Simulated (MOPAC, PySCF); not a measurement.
H₈Au₂S₂Si₄, SMILES `[Au][S][SiH2][SiH2][SiH2][SiH2][S][Au]`, neutral singlet in the gas phase. The multiplicity was assumed; other spin states weren't computed. In the def2 sets core potentials replace the inner electrons of Au.

Cartesian coordinates (Å):
SMILES: [Au][S][SiH2][SiH2][SiH2][SiH2][S][Au]
```xyz
16

Au    -4.3013     1.8955     4.2759
S     -3.2903     2.1882     2.2565
Si    -1.8357     0.5886     2.2543
Si    -0.7908     0.8469     0.1557
Si     0.9376    -0.7397    -0.0739
Si     1.7452    -0.6762    -2.2891
S      3.4386    -2.0189    -2.2259
Au     4.1491    -1.9691    -4.3889
H     -0.8080     0.7096     3.3478
H     -2.4502    -0.7838     2.3308
H     -0.2114     2.2318     0.0330
H     -1.8062     0.6529    -0.9405
H      2.0448    -0.4157     0.8945
H      0.4140    -2.1177     0.2365
H      0.6501    -1.1307    -3.2170
H      2.1146     0.7382    -2.6497
```
Charge 0, multiplicity 1.

All levels are single points at this geometry (PBE-D3(BJ)/def2-SVP); Pople sets use spherical d functions. Orbital energies aren't observables, and empty levels follow the basis.

| level | HOMO (eV) | LUMO (eV) | gap (eV) | dipole (D) | vertical IE, Delta-SCF (eV) |
|---|---|---|---|---|---|
| PBE-D3(BJ)/def2-TZVP in PySCF | -5.80 | -4.23 | 1.57 | 0.42 | – |
| TPSSh-D3(BJ)/def2-TZVP in PySCF | -6.27 | -3.73 | 2.53 | 0.50 | 7.83 |
| B3LYP/6-31G* (LANL2DZ on Au) in PySCF | -6.69 | -3.72 | 2.98 | 0.51 | – |
| B3LYP/LANL2DZ in PySCF | -6.75 | -3.76 | 2.98 | 0.59 | – |
| M06-2X/6-31G* (LANL2DZ on Au) in PySCF | -7.84 | -2.61 | 5.23 | 0.66 | – |
| PBE/6-31G* (LANL2DZ on Au) in PySCF | -5.82 | -4.26 | 1.56 | 0.45 | – |
| HF/6-31G* (LANL2DZ on Au) in PySCF | -8.73 | -0.46 | 8.27 | 0.89 | 7.82 |
| PM6 in MOPAC | -8.62 | -2.93 | 5.70 | 0.41 | – |
| PM7 in MOPAC | -9.12 | -0.91 | 8.21 | 0.58 | – |
